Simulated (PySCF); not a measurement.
Polarisability and C₆ of Ne(2+) (neon, charge +2)

[He] 2s2 2p3 3s1, high-spin 5S determinant (an excited configuration). Calculation: PySCF 2.14, in aug-cc-pwCVTZ; no relativity, point nucleus. Coupled (time-dependent) response in atomic units; α is the mean over directions.

| method | mean α (bohr³) | C₆ (like pair) | S(−4) |
| --- | --- | --- | --- |
| UHF | 28.05 | 104.9 | 967.3 |
| PBE | 23.97 | 83.03 | 713.0 |
| PBE0 | 25.23 | 89.66 | 786.6 |
| MN15 | 27.56 | 96.72 | 1054 |
| PW91 | 24.00 | 82.98 | 719.5 |

S(−4) is the Cauchy moment in α(ω) = α(0) + S(−4) ω² + …

α(iu) at MN15:

```tsv
u (hartree)	α(iu) (bohr³)
0	27.56
0.0500	25.16
0.100	20.02
0.200	11.30
0.300	6.828
0.500	3.336
0.750	1.882
1.00	1.269
1.50	0.7465
2.00	0.5195
3.00	0.3100
5.00	0.1519
```

A single London oscillator, α(iu) = α/(1 + u²/ω²), gives C₆ = (3/4) ω α². Matching the computed C₆ needs ω = 4 × 96.72 / (3 × 27.56²) = 0.170 hartree.

For an ion, C₆ is the dispersion term alone; charge-induced terms of lower order in 1/R come first.

The outer electron is Rydberg-like, and this basis confines it to a smaller radius and binds it less than a complete one would.
